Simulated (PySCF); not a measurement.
A calculated (MN15, PySCF 2.14, cc-pVTZ-DK, the spin-free X2C one-electron Hamiltonian (Gaussian nucleus)) atom or ion has these occupied shells.

```
shell  electrons  orbital energy (eV)  rms radius, mean of both spins (bohr)
   1s          2              -312.55                                  0.315
   2s          2              -42.879                                   1.48
```

Problem. Name the element and its charge.

Solution. C²⁺ (carbon, charge +2), in [He] 2s2, closed-shell 1S.
